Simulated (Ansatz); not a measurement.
A run for Ansatz (a first-principles code): U-CCSD(T)/cc-pVTZ on H4 rectangle, a point of a bond scan (R = 1.300 Å).

Ansatz 0.2 input:
```yaml
crystal:
  periodic: [false, false, false]
  atoms:
    - {symbol: H, position_ang: [0.00000000, 0.00000000, 0.00000000]}
    - {symbol: H, position_ang: [0.00000000, 0.00000000, 1.00000000]}
    - {symbol: H, position_ang: [1.30000000, 0.00000000, 0.00000000]}
    - {symbol: H, position_ang: [1.30000000, 0.00000000, 1.00000000]}
basis:
  gaussian:
    orbitals: cc-pVTZ
correlation: {method: ccsd_t, electrons: outside_noble_gas}
scf: {omitted_lower_state_checks: [cluster_reference]}
magnetization: {spin_polarized: true, initial_magnetization: 0}
```

Output:

```
WARN ansatz: RAYON_NUM_THREADS=2 ignored (pool sized by the plan → 2); use --threads N
Functional definition: HF
these checks for a lower state are left out or cut short: cluster_reference
integrals: 0.03 GiB planned
298 factors; integrals over basis functions are off by at most 1.0e-3 eV
mean field: 0.07 GiB planned
mean field evaluation 1: about -56.5364 eV, gradient 4.1e0 eV
mean field evaluation 2: about -56.5321 eV, gradient 4.1e0 eV
mean field evaluation 4: about -56.6862 eV, gradient 5.7e-2 eV
mean field evaluation 8: about -56.6860 eV, gradient 2.1e-6 eV
mean field evaluation 16: about -56.8277 eV, gradient 6.6e-3 eV
mean field -56.82773439 eV, -2.0883807195 hartree, gradient 3.2e-6 eV, S^2 0.463425; 2 other end points of the search recorded, 0 dependent functions left out
reference -56.82773439 eV, -2.0883807195 hartree; 2, 2 occupied and 54, 54 virtual orbitals, 298 factors
second order -1.68427707 eV of doubles, -0.00000000 eV of singles
coupled cluster: 0.11 GiB planned
cycle   1  -1.99579948 eV  change   -3.1e-1 eV  update   6.3e-2
cycle   2  -2.24043734 eV  change   -2.4e-1 eV  update   4.9e-2
cycle   3  -2.46215919 eV  change   -2.2e-1 eV  update   4.0e-2
cycle   4  -2.60573817 eV  change   -1.4e-1 eV  update   2.1e-2
cycle   5  -2.61118976 eV  change   -5.5e-3 eV  update   5.3e-3
cycle   6  -2.61322495 eV  change   -2.0e-3 eV  update   1.1e-3
cycle   7  -2.61364718 eV  change   -4.2e-4 eV  update   3.9e-4
cycle   8  -2.61344299 eV  change    2.0e-4 eV  update   9.1e-5
cycle   9  -2.61345190 eV  change   -8.9e-6 eV  update   2.1e-5
cycle  10  -2.61345869 eV  change   -6.8e-6 eV  update   8.5e-6
cycle  11  -2.61347061 eV  change   -1.2e-5 eV  update   4.4e-6
cycle  12  -2.61347655 eV  change   -5.9e-6 eV  update   1.8e-6
cycle  13  -2.61347634 eV  change    2.1e-7 eV  update   3.9e-7
coupled cluster: 0.11 GiB planned
perturbative correction -0.04370789 eV, -0.0016062354 hartree
Total energy: -59.48491862 eV, -2.1860304390 hartree
Checks for a lower state left out: cluster_reference
```

The run converged. Its determinant has ⟨S²⟩ = 0.46, a mixture of spin states.

Cost: around 1.0 core-seconds (rough).
